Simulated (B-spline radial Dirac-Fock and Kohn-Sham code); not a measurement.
## Ionisation of each subshell: Nb³³⁺

System: the Nb³³⁺ ion, [He] 2s2 2p4; nuclear rms radius 4.324 fm (A = 93).

Input file task.json (cfg lists n, l and occupation; rrms is the nuclear radius in fm):

```json
{"items": [{
  "Z": 41,
  "q": 33,
  "cfg": [[1, 0, 2], [2, 0, 2], [2, 1, 4]],
  "A": 93,
  "rrms": 4.324,
  "do": ["binding"]
}]}
```

Launch: `python xray_run.py task.json out`

Level of theory: Dirac-Fock (average of configuration) total-energy differences with a finite nucleus, the Breit interaction including its frequency dependence, and self-energy and vacuum-polarisation corrections; an atomic code on a B-spline grid. Electron correlation is not included. Energies are counted from the vacuum level.

All terms are in eV, carry their sign (relaxation lowers the binding energy) and add up to the binding energy; ⟨r⟩ is the mean radius of the orbital in the initial state.

```tsv
subshell	−ε (Koopmans)	relaxation	Breit	QED	binding energy	⟨r⟩ (bohr)
K (1s)	21266.2	-15.01	-31.47	-16.81	21202.9	0.036
L1 (2s)	4636.0	-1.55	-3.05	-2.13	4629.3	0.152
L2,3 (2p)	4403.0	-2.17	-3.73	0.01	4397.1	0.133
```

For the deepest level, K (1s), the Breit terms make up -0.148 % of the binding energy, QED -0.079 % and orbital relaxation -0.071 %.

Going to the tabulated ground configuration of the next ion removes an electron from L2,3 (2p), computed at 4397.1 eV. NIST lists 4369 ± 9 eV as the ionisation energy of this species (semi-empirical), -28.10 eV from the computed value. Where a p, d or f shell is open in either ion the computed value averages over both j values and all terms, while the table refers to the lowest levels; that difference holds spin-orbit splitting (largest in heavy or highly charged ions), term energies where several electrons share open shells, and correlation, and it can reach 10 % or more.
